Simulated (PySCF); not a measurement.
Compound: C₂H₅FSi.
SMILES: `F[SiH]1CC1`

The closed-shell ground state was solved at several levels (PySCF, density fitting, gas phase, non-relativistic). Geometry: PBE0-D3(BJ)/def2-SVP; no solvent, vibrations or thermal averaging.

| level | basis functions | total energy (Eh) | HOMO (eV) | LUMO (eV) | gap (eV) | dipole (D) |
| --- | --- | --- | --- | --- | --- | --- |
| CAM-B3LYP/pcSseg-2 | 221 | -468.6072 | -8.53 | 1.30 | 9.83 | 1.47 |
| PBE0/def2-SVPD | 127 | -468.0414 | -7.21 | 0.34 | 7.55 | 1.54 |

Question: Estimate the row for PBE0/pcSseg-1, a basis of 100 functions; the other rows only guide the guess.

Answer: Total energy -468.2266 Eh, HOMO -7.21 eV, LUMO 0.74 eV, gap 7.95 eV, dipole 1.48 D.

Question: Over all these levels, which gives the widest orbital gap and which the narrowest?

Answer: CAM-B3LYP/pcSseg-2 (range-separated hybrid) has the widest, 9.83 eV, and PBE0/def2-SVPD (global hybrid, 25 % exact exchange) the narrowest, 7.55 eV. Functional and basis both differ between the two, so the spread mixes both effects.

Question: How far do the dipole and the HOMO energy spread over the levels?

Answer: The dipole runs from 1.47 to 1.54 D (mean 1.50 D) and the HOMO from -8.53 to -7.21 eV.
